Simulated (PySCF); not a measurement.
# Radial density of Tl (thallium, neutral)

UHF, [Xe] 4f14 5d10 6s2 6p1, 2P determinant. Calculation: PySCF 2.14, in x2c-QZVPPall (16s10p9d6f1g, 142 functions); the spin-free X2C one-electron Hamiltonian (Gaussian nucleus).

```
r (bohr)  4πr²ρ (e/bohr)  4πr²(ρα − ρβ)
  0.0168           103.0         0.0021
  0.0283           111.0         0.0041
  0.0476           152.7         0.0011
  0.0800           121.6        -0.0043
   0.135           142.5         0.0039
   0.226           84.78        -0.0007
   0.381           94.26         0.0017
   0.641           34.31         0.0166
    1.08           19.37        -0.0344
    1.81           5.466         0.1013
    3.05           1.181         0.3239
    5.13          0.1862         0.1374
    8.63        0.009160         0.0089
```

Densities and radii are taken from the X2C orbitals without a picture-change correction, which distorts them close to the nucleus.

Spin-orbit coupling, absent here, splits the open shell strongly.

Where is the radial spin density 4πr²(ρα − ρβ) most negative, and why is it negative at all?

Around r = 1.08 bohr, down to -0.0344 e/bohr: exchange with the open shell polarises the paired shells in an unrestricted calculation.
